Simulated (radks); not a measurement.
Values are calculated unless marked as measured or tabulated.
The praseodymium ion Pr+ inside a hard spherical wall (all orbitals vanish at R), configuration held at [Xe] 4f3 6s1 and not refilled when levels cross. Code: a radial shooting solver on a logarithmic mesh with Libxc functionals. Model: scalar-relativistic Kohn-Sham, PBEsol, spin-unpolarised, spherical densities, point nucleus. Eigenvalues in eV, with the zero of energy where the potential of the charges vanishes at infinity; a dash marks a level that is unbound or too diffuse for the functional's potential to be trusted. A positive occupied level is held by the wall or, in an anion where self-interaction has pushed it up, behind a barrier. The pressure on the wall is -dE/dV.

[
 {"R (bohr)": "free", "E (hartree)": "-9233.6833", "kinetic (hartree)": "9806.710", "e(5s)": "-44.927", "e(5p)": "-27.341", "e(6s)": "-8.083", "e(5d, empty)": "-7.356", "e(4f)": "-7.077", "e(6p, empty)": "-5.171", "pressure (GPa)": "0"},
 {"R (bohr)": "12", "E (hartree)": "-9233.6832", "kinetic (hartree)": "9806.711", "e(5s)": "-44.922", "e(5p)": "-27.337", "e(6s)": "-8.079", "e(5d, empty)": "-7.352", "e(4f)": "-7.073", "e(6p, empty)": "-5.148", "pressure (GPa)": "0.00114"},
 {"R (bohr)": "8", "E (hartree)": "-9233.6767", "kinetic (hartree)": "9806.762", "e(5s)": "-44.689", "e(5p)": "-27.111", "e(6s)": "-7.787", "e(5d, empty)": "-7.140", "e(4f)": "-6.841", "e(6p, empty)": "-4.416", "pressure (GPa)": "0.263"},
 {"R (bohr)": "7", "E (hartree)": "-9233.6640", "kinetic (hartree)": "9806.836", "e(5s)": "-44.415", "e(5p)": "-26.850", "e(6s)": "-7.314", "e(5d, empty)": "-6.862", "e(4f)": "-6.563", "e(6p, empty)": "-3.487", "pressure (GPa)": "0.976"},
 {"R (bohr)": "6", "E (hartree)": "-9233.6279", "kinetic (hartree)": "9807.012", "e(5s)": "-43.894", "e(5p)": "-26.359", "e(6s)": "-6.119", "e(5d, empty)": "-6.254", "e(4f)": "-6.016", "e(6p, empty)": "-1.414", "pressure (GPa)": "3.82"},
 {"R (bohr)": "5", "E (hartree)": "-9233.5186", "kinetic (hartree)": "9807.495", "e(5s)": "-42.855", "e(5p)": "-25.384", "e(6s)": "-2.936", "e(5d, empty)": "-4.813", "e(4f)": "-4.856", "e(6p, empty)": "3.493", "pressure (GPa)": "17.5"},
 {"R (bohr)": "3.5", "E (hartree)": "-9232.5158", "kinetic (hartree)": "9811.891", "e(5s)": "-37.282", "e(5p)": "-19.640", "e(6s)": "18.431", "e(5d, empty)": "4.235", "e(4f)": "1.957", "e(6p, empty)": "31.318", "pressure (GPa)": "342"},
 {"R (bohr)": "3", "E (hartree)": "-9231.0429", "kinetic (hartree)": "9817.970", "e(5s)": "-31.383", "e(5p)": "-12.907", "e(6s)": "42.016", "e(5d, empty)": "14.228", "e(4f)": "9.061", "e(6p, empty)": "59.148", "pressure (GPa)": "1190"},
 {"R (bohr)": "2.5", "E (hartree)": "-9227.0518", "kinetic (hartree)": "9832.941", "e(5s)": "-18.267", "e(5p)": "2.691", "e(6s)": "92.605", "e(5d, empty)": "36.121", "e(4f)": "23.060", "e(6p, empty)": "115.94", "pressure (GPa)": "4860"}
]
